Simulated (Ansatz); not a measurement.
# C7H8OSi: where a starting geometry ends

The starting geometry of this gas-phase singlet was optimised with GFN2-xTB; its bonds are those of `Cc1ccccc1[SiH]=O`.

```xyz
17

C     0.6333    0.1041    2.8768
C     0.5074    0.4358    1.4234
C     0.7546    1.7315    0.9896
C     0.6455    2.0771   -0.3459
C     0.2837    1.1186   -1.2758
C     0.0352   -0.1743   -0.8559
C     0.1398   -0.5420    0.4869
O    -0.1604   -2.9412    2.3383
Si   -0.2190   -2.3291    0.9613
H    -0.3158   -0.2546    3.2704
H     0.9431    0.9769    3.4467
H     1.3597   -0.6917    3.0269
H     1.0377    2.4845    1.7117
H     0.8439    3.0917   -0.6593
H     0.1966    1.3771   -2.3211
H    -0.2471   -0.9166   -1.5918
H    -0.5699   -3.0488   -0.2567
```

Question: Predict what becomes of its bonds when it is optimised with PBE0-D3(BJ)/def2-SVP.

Answer: It keeps its bonds, and is `Cc1ccccc1[SiH]=O`.

The energy falls by 0.12 eV over 34 steps:

```tsv
step	E − E(last) (eV)
1	0.118
5	0.022
8	0.022
12	0.020
16	0.013
19	0.006
23	0.001
27	0.000
30	0.000
34	0.000
```

Final geometry (Å):

```xyz
17

C     0.6036    0.1236    2.9184
C     0.4788    0.4355    1.4551
C     0.6555    1.7510    1.0097
C     0.5489    2.0838   -0.3377
C     0.2603    1.1038   -1.2879
C     0.0809   -0.2081   -0.8677
C     0.1863   -0.5570    0.4915
O    -0.0285   -3.0168    2.2699
Si   -0.0782   -2.3386    0.8922
H    -0.1260    0.7106    3.4985
H     1.6035    0.4043    3.2857
H     0.4412   -0.9423    3.1320
H     0.8826    2.5313    1.7414
H     0.6930    3.1210   -0.6510
H     0.1760    1.3634   -2.3453
H    -0.1459   -0.9823   -1.6081
H    -0.3638   -3.0844   -0.3713
```

The end wasn't checked by frequencies. Run with Ansatz 0.2.0, 66 s on 8 threads of Intel(R) Xeon(R) Platinum 8488C (Sapphire Rapids), with other jobs on the host.
